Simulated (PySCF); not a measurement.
**Tin: a sound run and one with changed settings**

Sound run: Sn [Kr] 4d10 5s2 5p2, Sn⁺ [Kr] 4d10 5s2 5p1. All numbers are calculated (PySCF 2.14, a scalar-relativistic core potential, in aug-cc-pVDZ-PP with ECP28MDF (5s4p3d, 32 functions)). The sound run starts from symmetry-adapted Hartree-Fock orbitals and uses a fine grid where one is needed.

Changed run: basis STO-3G, all-electron and non-relativistic. This setting is unsound on purpose.

```csv
species,method,sound run (hartree),changed run (hartree),converged
Sn,UHF,-213.33545,-5963.20613,yes
Sn,r2SCAN,-214.32475,-5965.36109,yes
Sn,PBE,-214.24381,-5964.56900,yes
Sn⁺,UHF,-213.08344,-5963.08043,yes
Sn⁺,r2SCAN,-214.05246,-5965.20303,yes
Sn⁺,PBE,-213.97683,-5964.41472,yes
```

Ionisation energy of Sn:

```csv
method,sound run (eV),changed run (eV)
UHF,6.858,3.421
r2SCAN,7.409,4.301
PBE,7.265,4.198
```

A minimal basis cannot let orbitals breathe on ionisation and holds almost no correlation. The Hamiltonian changed with the basis, so the totals do not compare.

For comparison, NIST gives 7.344 eV between the lowest levels.
